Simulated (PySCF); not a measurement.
Zn(F)(SeH) (FHSeZn), SMILES [Zn]([F])[SeH].

The structure is a stationary point at B3LYP-D3(BJ)/def2-TZVP. One conformer was computed; it need not be the lowest.

These are PBE0/def2-TZVPD run with PySCF values and carry that method's errors.

Computed frontier levels, gap, dipole moment and polarisability:
highest occupied level: -7.49 eV
lowest empty level: -1.63 eV
orbital gap: 5.86 eV
dipole moment: 0.380 e·Å
quadrupole, principal values (traceless, Buckingham form, about the centre of nuclear charge): -13.34, 3.39, 9.95 D·Å
mean static polarisability: 52.7 bohr³ (7.80 Å³)
polarisability, principal values: 44.1, 45.1, 68.8 bohr³
